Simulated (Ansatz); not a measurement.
C2H5ClOSi, SMILES `O/C([SiH3])=C\Cl`, relaxed with RKS PBE0-D4/def2-TZVP in Ansatz 0.2.0 from a PBE-D4/def2-SVP geometry. The force threshold is 0.005 eV/Å; the program also tests the step.

Total charge 0; spin multiplicity 1.

Start:

```xyz
10

O    -0.584    1.428   -0.749
C    -0.216    0.209   -0.281
Si    0.923    0.237    1.232
C    -0.617   -0.963   -0.837
Cl   -1.670   -0.936   -2.239
H    -1.167    1.268   -1.529
H     1.224   -1.186    1.605
H     0.245    0.938    2.374
H     2.196    0.964    0.901
H    -0.334   -1.959   -0.478
```

By how much does the energy fall, and how many steps does the optimiser take? (An estimate is asked.)

Ansatz gave: 0.05 eV, in 6 steps.

Which bonds change most? (Best estimate.)

Ansatz gave: C4–Cl5 from 1.754 to 1.729 Å; C2–C4 from 1.357 to 1.335 Å; Si3–H9 from 1.503 to 1.484 Å; Si3–H8 from 1.503 to 1.484 Å.

Give the relaxed structure. (An estimate is asked.)

The calculation gave: 
```xyz
10

O    -0.583    1.421   -0.748
C    -0.214    0.210   -0.281
Si    0.913    0.228    1.217
C    -0.607   -0.945   -0.824
Cl   -1.647   -0.969   -2.205
H    -1.159    1.293   -1.517
H     1.198   -1.184    1.571
H     0.240    0.917    2.347
H     2.173    0.943    0.892
H    -0.315   -1.914   -0.453
```
